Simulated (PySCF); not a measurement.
CH2, charge +1, doublet, geometry from GFN2-xTB (a state made from the parent by changing its charge; the spin is typed, not shown lowest); B3LYP/3-21G run with PySCF.

The PySCF input:
```python
from pyscf import gto, scf, dft

mol = gto.M(
    atom='''
C     0.00000000    0.00000000    0.00000000
H    -0.00000000   -0.00000000   -1.11194657
H     0.00000000    0.00000000    1.11194657
''',
    basis='3-21g',
    charge=1,
    spin=1,
    verbose=4,
)

mf = dft.UKS(mol)
mf.xc = 'b3lyp'
mf.diis_space = 20
mf.kernel()
```

Problem. What does PySCF print? Leave out banner, timings and long lists.

Solution. 
```
PySCF version 2.14.0

[INPUT] verbose = 4
[INPUT] num. atoms = 3
[INPUT] num. electrons = 7
[INPUT] charge = 1
[INPUT] spin (= nelec alpha-beta = 2S) = 1
[INPUT] symmetry False subgroup None
[INPUT] Mole.unit = angstrom
[INPUT] Symbol           X                Y                Z      unit          X                Y                Z       unit  Magmom
[INPUT]  1 C      0.000000000000   0.000000000000   0.000000000000 AA    0.000000000000   0.000000000000   0.000000000000 Bohr   0.0
[INPUT]  2 H      0.000000000000   0.000000000000  -1.111946570000 AA    0.000000000000   0.000000000000  -2.101274482450 Bohr   0.0
[INPUT]  3 H      0.000000000000   0.000000000000   1.111946570000 AA    0.000000000000   0.000000000000   2.101274482450 Bohr   0.0

nuclear repulsion = 5.94877066485308
number of shells = 9
number of NR pGTOs = 21
number of NR cGTOs = 13
basis = 3-21g
ecp = {}

******** <class 'pyscf.dft.uks.UKS'> ********
method = UKS
initial guess = minao
damping factor = 0
level_shift factor = 0
DIIS = <class 'pyscf.scf.diis.CDIIS'>
diis_start_cycle = 1
diis_space = 20
diis_damp = 0
SCF conv_tol = 1e-09
SCF conv_tol_grad = None
SCF max_cycles = 50
direct_scf = True
direct_scf_tol = 1e-13
number electrons alpha = 4  beta = 3
XC library pyscf.dft.libxc version 7.1.2
    S. Lehtola, C. Steigemann, M. J. T. Oliveira, and M. A. L. Marques,  SoftwareX 7, 1–5 (2018)
XC functionals = b3lyp
    P. J. Stephens, F. J. Devlin, C. F. Chabalowski, and M. J. Frisch,  J. Phys. Chem. 98, 11623 (1994)
radial grids:
    Treutler-Ahlrichs [JCP 102, 346 (1995); DOI:10.1063/1.469408] (M4) radial grids

becke partition: Becke, JCP 88, 2547 (1988); DOI:10.1063/1.454033
pruning grids: <function nwchem_prune>
grids dens level: 3
symmetrized grids: False
atomic radii adjust function: <function treutler_atomic_radii_adjust>
small_rho_cutoff = 0
Set gradient conv threshold to 3.16228e-05
tot grids = 33736
init E= -38.7476809135207

cycle= 1 E= -38.5161472090418  delta_E= 0.232  |g|= 0.226  |ddm|= 0.986
cycle= 2 E= -38.5405692593549  delta_E= -0.0244  |g|= 0.141  |ddm|= 0.39
cycle= 3 E= -38.5515601008167  delta_E= -0.011  |g|= 0.00665  |ddm|= 0.115
cycle= 4 E= -38.5516125881161  delta_E= -5.25e-05  |g|= 0.00188  |ddm|= 0.0105
cycle= 5 E= -38.5516175265206  delta_E= -4.94e-06  |g|= 0.000282  |ddm|= 0.00366
cycle= 6 E= -38.5516176187839  delta_E= -9.23e-08  |g|= 1.93e-05  |ddm|= 0.000513
cycle= 7 E= -38.5516176191255  delta_E= -3.42e-10  |g|= 1.08e-06  |ddm|= 3.22e-05
Extra cycle  E= -38.5516176191377  delta_E= -1.22e-11  |g|= 9.28e-07  |ddm|= 6.53e-06
converged SCF energy = -38.5516176191377  <S^2> = 0.75318331  2S+1 = 2.0031808
```
